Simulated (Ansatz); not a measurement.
Relaxation of CH11NOSi2 (16 atoms, charge 0, multiplicity 1), to a largest force component of 0.03 eV/Å in at most 50 steps.

Theory: UHF/def2-SVP in Ansatz.

```xyz
16
Properties=species:S:1:pos:R:3:forces:R:3
Si -0.313 1.585 0.202 -0.18 0.82 -1.13
O 0.484 -1.242 -0.699 -0.05 -0.28 0.37
C -0.400 -2.000 -1.472 0.05 0.01 -0.03
H -1.528 1.104 -0.516 0.01 -0.01 0.01
H -0.627 2.973 0.639 0.01 0.01 0.00
N 1.136 1.683 -0.726 0.04 -0.02 -0.04
H 0.451 -1.521 0.212 0.08 -0.04 -0.70
Si -0.062 0.379 2.105 0.05 -0.57 1.42
H -0.425 -1.566 -2.472 0.00 -0.04 0.07
H -1.416 -1.983 -1.068 0.01 0.00 -0.01
H -0.074 -3.042 -1.558 -0.02 0.07 0.01
H 1.491 0.847 -1.149 0.00 0.04 0.01
H 1.341 2.501 -1.265 -0.01 -0.02 0.01
H -0.078 -1.100 1.928 0.00 0.01 0.03
H 1.207 0.708 2.806 0.00 0.01 -0.02
H -1.188 0.674 3.033 0.00 0.01 0.01
```

Question: Where does it end, and by what steps?

Answer: The run converged. After 12 steps the energy has fallen by 0.189 eV; H7 moved furthest, 0.86 Å.

| step | energy less start (eV) | largest force component (eV/Å) | accepted |
| --- | --- | --- | --- |
| 0 | 0.0000 | 1.424 | yes |
| 1 | -0.1375 | 0.275 | yes |
| 2 | -0.1629 | 0.226 | yes |
| 3 | -0.1730 | 0.233 | yes |
| 4 | -0.1782 | 0.213 | yes |
| 5 | -0.1821 | 0.163 | yes |
| 6 | -0.1845 | 0.124 | yes |
| 7 | -0.1862 | 0.082 | yes |
| 8 | -0.1873 | 0.055 | yes |
| 9 | -0.1879 | 0.059 | yes |
| 10 | -0.1883 | 0.044 | yes |
| 11 | -0.1886 | 0.032 | yes |
| 12 | -0.1888 | 0.025 | yes |

```xyz
16
Properties=species:S:1:pos:R:3
Si -0.355 1.870 0.351
O 0.708 -1.592 -0.937
C -0.324 -2.148 -1.694
H -1.697 1.561 -0.228
H -0.361 3.322 0.660
N 0.992 1.535 -0.673
H 0.899 -2.138 -0.191
Si -0.143 0.640 2.363
H -0.529 -1.471 -2.521
H -1.243 -2.264 -1.114
H -0.047 -3.121 -2.110
H 1.181 0.578 -0.911
H 1.213 2.154 -1.428
H -0.034 -0.817 2.080
H 1.070 1.050 3.116
H -1.328 0.841 3.238
```

Whether the end is a true minimum wasn't checked by a vibrational analysis.

The run took 45 s on 4 CPU threads of a shared host.
